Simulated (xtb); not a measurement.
xtb input:

```bash
xtb mol.xyz --gfn 1 --sp --chrg 1 --uhf 0
```
mol.xyz:
```
10

O      0.34024640    -0.24993531     1.60313657
Si     0.19036854    -0.05346574     0.03044674
O      0.10410985    -1.32618893    -0.92958416
O      0.95331986     1.23560974    -0.51244831
O     -1.55800152     0.39425968    -0.18200979
H      0.18779922    -1.07070227     2.08296220
H      0.79238772    -1.61681344    -1.53641061
H      1.62052781     1.72072587    -0.01526684
H     -1.94357200     1.21214502     0.17297997
H     -2.03969915     0.07320382    -0.96327359
```

### Question
What final total energy does it print?

### Answer
-23.14695 Eh (GFN1-xTB).

It need not be the lowest isomer of its formula.
